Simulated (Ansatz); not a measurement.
Q: Name a neutral molecule of B, In, N, O, S and H with HOMO energy (PBE/def2-TZVPP) between -5.80 and -5.50 eV and zero-point energy (PBE0-D4/def2-TZVP) between 152 and 168 kJ/mol (Ansatz, PBE0-D4/def2-TZVP geometry).

A: `[NH2][In]([OH])[BH]S` (-5.57 eV, 159.3 kJ/mol). Other molecules can fit too; these were computed, each in one conformer that needn't be the lowest.
